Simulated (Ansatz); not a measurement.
The cluster OsO3⁻ was relaxed with PBE-D4 (def2-TZVPD) in Ansatz in these states: charge -1 doublet, charge -1 quartet. The geometries follow in no particular order.

In the def2 sets Os takes a core potential; there is no spin–orbit coupling.

A:

Cartesian coordinates in Å:
```
Os 0.0003 -0.0002 -0.0001
O -1.1377 -1.0212 -0.9264
O 0.3738 -0.3964 1.7025
O 0.7636 1.4178 -0.7759
```

B:

```xyz
4

Os    0.005    0.084    0.000
O     1.098    0.755   -1.174
O    -0.090   -1.689   -0.012
O    -1.013    0.850    1.186
```

Q: Judge from the bond lengths which geometry belongs to which state (an estimate).

A: A is the charge -1 quartet (Os1–O2 1.788 Å, Os1–O4 1.788 Å, Os1–O3 1.788 Å); B is the charge -1 doublet (Os1–O2 1.740 Å, Os1–O4 1.740 Å, Os1–O3 1.776 Å).

At PBE-D4/def2-TZVPD the highest occupied level of the charge -1 quartet lies above zero (up to 0.57 eV). It is a level of α spin, whose loss leaves a triplet; that state wasn't run at this geometry and level. The electron is either unbound and held by the finite basis, or the level is raised by self-interaction error. At PBE-D4/def2-TZVPD the highest occupied level of the charge -1 doublet lies above zero (up to 0.79 eV). By energy differences its removal costs 2.63 eV (vertical, to the charge 0 singlet, at PBE-D4/def2-TZVPD); a positive level beside a positive removal energy at the same level points to self-interaction error. At PBE0-D4/def2-TZVPD a doublet lies 1.08 eV below the charge -1 quartet. These are the stationary points nearest to one start from a short search; other shapes may lie lower in each state.
